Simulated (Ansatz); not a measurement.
C2H8BClSi, SMILES `C[SiH2]BCCl` at its PBE0-D4/def2-TZVP geometry, where that method's forces vanish. The species carries charge 0 and has multiplicity 1.

```xyz
13

C    -0.8551   -0.6661    1.5188
Si   -0.6753    0.9394    0.5559
B     0.5005    0.7671   -1.0665
C     0.9300   -0.6280   -1.6225
Cl    2.3363   -0.2530   -0.5192
H    -1.3033   -1.4475    0.8997
H     0.1183   -1.0235    1.8637
H    -1.4931   -0.5290    2.3945
H    -0.1745    2.0087    1.4683
H    -2.0282    1.3804    0.0928
H     0.8469    1.7232   -1.6964
H     0.4747   -1.5449   -1.2584
H     1.3229   -0.7268   -2.6306
```

(1) What forces (eV/Å) does B3LYP-D4/def2-TZVPP give on these atoms in the Gaussian-basis code of Ansatz? (Best estimate.)

Answers

(1) The calculation gave: 
```
C1  -0.004 -0.087  0.058
Si2 -0.056  0.193 -0.038
B3  -0.165  0.188 -0.141
C4  -0.266 -0.101 -0.236
Cl5  0.537 -0.061  0.295
H6   0.025  0.025  0.039
H7  -0.059  0.003 -0.011
H8   0.032 -0.024 -0.037
H9  -0.028 -0.063 -0.048
H10  0.068 -0.025  0.032
H11 -0.057 -0.108  0.071
H12  0.027  0.070 -0.056
H13 -0.053 -0.010  0.072
```

B3LYP here is the variant with VWN-RPA as its local correlation; programs differ in this.
